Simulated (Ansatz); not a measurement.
Born–Oppenheimer molecular dynamics of AlCl2FH2 (6 atoms, charge 0, multiplicity 1). It starts at the highest image of a converged band, a first-order saddle point between two minima.

Level of theory: RKS PBE-D4/cc-pVDZ (Ansatz 0.2.0).

```yaml
ensemble: NVE (velocity Verlet)
time_step: 0.5 fs
steps_asked: 200
starting_velocities_drawn_for: 100 K
seed: 6569
```

Frames 2.5 fs apart, positions in Å, forces in eV/Å.

Velocities at 60 fs (Å/ps):

```
Al 1.99 -2.06 -13.51
H -2.60 63.97 -6.70
Cl -2.16 1.68 2.92
Cl 0.73 2.40 2.49
F 0.14 -10.61 7.20
H -3.24 47.72 42.41
```

```xyz
6
Properties=species:S:1:pos:R:3:forces:R:3 time_fs=60 energy_less_start_eV=-0.861 T=1762
Al 0.024 -0.486 -0.180 -0.11 -0.14 -0.18
H -0.004 1.505 2.212 0.00 0.02 -0.08
Cl 1.811 0.226 -0.956 0.56 0.32 -0.12
Cl -1.805 0.162 -0.929 -0.49 0.29 -0.10
F 0.034 -1.859 0.775 0.04 -0.40 0.51
H 0.058 0.875 2.650 0.00 -0.09 -0.02
6
Properties=species:S:1:pos:R:3:forces:R:3 time_fs=62.5 energy_less_start_eV=-0.786 T=1622
Al 0.029 -0.492 -0.214 -0.32 -1.30 0.80
H -0.008 1.645 2.208 0.11 -1.20 0.95
Cl 1.806 0.230 -0.949 0.87 0.43 -0.27
Cl -1.804 0.169 -0.923 -0.58 0.31 -0.16
F 0.034 -1.886 0.793 0.04 0.63 -0.28
H 0.048 1.012 2.740 -0.11 1.14 -1.04
6
Properties=species:S:1:pos:R:3:forces:R:3 time_fs=65 energy_less_start_eV=-0.754 T=1557
Al 0.033 -0.500 -0.245 -0.52 -2.13 1.53
H -0.008 1.728 2.249 -0.04 0.55 -0.59
Cl 1.803 0.236 -0.942 1.12 0.52 -0.37
Cl -1.803 0.175 -0.917 -0.64 0.31 -0.19
F 0.035 -1.911 0.811 0.04 1.34 -0.89
H 0.033 1.202 2.780 0.04 -0.60 0.52
6
Properties=species:S:1:pos:R:3:forces:R:3 time_fs=67.5 energy_less_start_eV=-0.677 T=1407
Al 0.036 -0.514 -0.274 -0.67 -2.58 2.01
H -0.009 1.835 2.261 -0.03 0.48 -0.62
Cl 1.801 0.242 -0.936 1.26 0.56 -0.43
Cl -1.804 0.183 -0.912 -0.64 0.30 -0.21
F 0.035 -1.931 0.826 0.04 1.76 -1.31
H 0.020 1.367 2.845 0.03 -0.51 0.56
6
Properties=species:S:1:pos:R:3:forces:R:3 time_fs=70 energy_less_start_eV=-0.588 T=1238
Al 0.037 -0.533 -0.298 -0.72 -2.71 2.25
H -0.013 1.965 2.245 0.04 -0.87 1.29
Cl 1.802 0.249 -0.931 1.26 0.55 -0.44
Cl -1.806 0.190 -0.906 -0.57 0.25 -0.20
F 0.036 -1.946 0.836 0.04 1.94 -1.56
H 0.009 1.505 2.934 -0.04 0.84 -1.34
6
Properties=species:S:1:pos:R:3:forces:R:3 time_fs=72.5 energy_less_start_eV=-0.634 T=1325
Al 0.037 -0.558 -0.317 -0.68 -2.56 2.26
H -0.014 2.054 2.290 0.00 0.09 -0.18
Cl 1.805 0.257 -0.926 1.10 0.47 -0.39
Cl -1.808 0.199 -0.902 -0.45 0.18 -0.18
F 0.037 -1.955 0.842 0.04 1.94 -1.66
H -0.005 1.683 2.958 0.00 -0.12 0.14
6
Properties=species:S:1:pos:R:3:forces:R:3 time_fs=75 energy_less_start_eV=-0.651 T=1358
Al 0.035 -0.589 -0.331 -0.56 -2.13 2.08
H -0.015 2.147 2.321 0.01 0.53 -1.25
Cl 1.809 0.266 -0.922 0.81 0.32 -0.30
Cl -1.812 0.207 -0.897 -0.28 0.08 -0.14
F 0.038 -1.958 0.843 0.03 1.76 -1.61
H -0.018 1.855 2.995 0.00 -0.56 1.22
6
Properties=species:S:1:pos:R:3:forces:R:3 time_fs=77.5 energy_less_start_eV=-0.691 T=1437
Al 0.032 -0.624 -0.341 -0.39 -1.44 1.70
H -0.016 2.264 2.301 -0.03 -0.47 1.39
Cl 1.815 0.275 -0.919 0.45 0.12 -0.19
Cl -1.816 0.216 -0.893 -0.08 -0.05 -0.09
F 0.039 -1.955 0.838 0.02 1.39 -1.40
H -0.031 2.001 3.081 0.03 0.45 -1.42
6
Properties=species:S:1:pos:R:3:forces:R:3 time_fs=80 energy_less_start_eV=-0.777 T=1600
Al 0.029 -0.662 -0.346 -0.21 -0.50 1.11
H -0.019 2.360 2.345 -0.01 -0.08 0.31
Cl 1.822 0.284 -0.915 0.06 -0.11 -0.08
Cl -1.820 0.225 -0.889 0.14 -0.19 -0.03
F 0.040 -1.948 0.829 0.02 0.82 -0.97
H -0.043 2.168 3.100 0.01 0.07 -0.34
6
Properties=species:S:1:pos:R:3:forces:R:3 time_fs=82.5 energy_less_start_eV=-0.740 T=1531
Al 0.024 -0.702 -0.350 -0.06 0.65 0.31
H -0.022 2.451 2.396 0.08 0.27 -1.73
Cl 1.829 0.294 -0.912 -0.31 -0.35 0.02
Cl -1.824 0.233 -0.884 0.35 -0.34 0.02
F 0.042 -1.938 0.817 0.02 0.05 -0.33
H -0.055 2.338 3.111 -0.08 -0.28 1.71
6
Properties=species:S:1:pos:R:3:forces:R:3 time_fs=85 energy_less_start_eV=-0.679 T=1414
Al 0.020 -0.740 -0.352 0.06 1.92 -0.64
H -0.021 2.554 2.378 -0.08 -0.10 1.28
Cl 1.835 0.302 -0.909 -0.61 -0.56 0.11
Cl -1.827 0.240 -0.880 0.53 -0.48 0.06
F 0.043 -1.928 0.804 0.02 -0.87 0.50
H -0.070 2.495 3.189 0.08 0.08 -1.30
6
Properties=species:S:1:pos:R:3:forces:R:3 time_fs=87.5 energy_less_start_eV=-0.584 T=1228
Al 0.015 -0.774 -0.356 0.14 3.10 -1.57
H -0.024 2.654 2.417 -0.06 0.00 0.76
Cl 1.841 0.310 -0.906 -0.84 -0.74 0.16
Cl -1.829 0.247 -0.876 0.66 -0.60 0.09
F 0.044 -1.921 0.793 0.04 -1.75 1.34
H -0.082 2.655 3.209 0.06 -0.01 -0.77
```

Of the whole run (100 fs, mean temperature of the second half 1350 K): The conserved energy stayed within 0.24 meV per atom of its start (net change -0.16 meV per atom), so the integration is sound. The kinetic energy rose, since the run started high on the potential surface and went downhill. It ends in pieces (AlCl2F + H2), so much of that is their flight and rotation, not heat. A run of 0.1 ps of so small a system gives no equilibrium averages. The orbitals stay closed-shell, which can raise the energy where a bond breaks towards radicals; this wasn't checked here.

Run time: 3.8 min on 1 thread of Intel(R) Xeon(R) 6975P-C (Granite Rapids) (shared host), peak memory 0.13 GiB.
